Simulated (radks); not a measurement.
Yb XXIV, 47 electrons, occupied as [Kr] 4d10 4f1 (the NIST ground configuration). Calculated with a radial shooting solver on a logarithmic mesh with Libxc functionals: scalar-relativistic Kohn-Sham, PBE, spin-unpolarised, spherical densities, point nucleus.

Unscreened Slater integrals over Kohn-Sham orbitals (hartree). Empty in this configuration: 5s.

integral,value
"F0(4f,4f)",1.8367
"F2(4f,4f)",0.96299
"F4(4f,4f)",0.62589
"F6(4f,4f)",0.45710
"F0(4f,4d)",1.8046
"F2(4f,4d)",0.90964
"F4(4f,4d)",0.59368
"G1(4f,4d)",0.99761
"G3(4f,4d)",0.66789
"G5(4f,4d)",0.48482
"F0(4f,4p)",1.8304
"F2(4f,4p)",0.93702
"G2(4f,4p)",0.79080
"G4(4f,4p)",0.56732
"F0(4f,4s)",1.8705
"G3(4f,4s)",0.68527
"F0(4f,5s)",1.2228
"G3(4f,5s)",0.14357
"F0(4d,4d)",1.7981
"F2(4d,4d)",0.92142
"F4(4d,4d)",0.62442
"F0(4d,4p)",1.8207
"F2(4d,4p)",0.93994
"G1(4d,4p)",1.1825
"G3(4d,4p)",0.75142
"F0(4d,4s)",1.8567
"G2(4d,4s)",0.93258
"F0(4d,5s)",1.2206
"G2(4d,5s)",0.14118
"F0(4p,4p)",1.8476
"F2(4p,4p)",0.96950
"F0(4p,4s)",1.8847
"G1(4p,4s)",1.2805
"F0(4p,5s)",1.2274
"G1(4p,5s)",0.11959
"F0(4s,4s)",1.9254
"F0(4s,5s)",1.2372
"G0(4s,5s)",0.086771
"F0(5s,5s)",1.0240

Derived for the open shells (J is the average intra-shell exchange parameter used in DFT+U). 4f: F4/F2 = 0.650, F6/F2 = 0.475, J = (286 F2 + 195 F4 + 250 F6)/6435 = 0.07952 hartree.
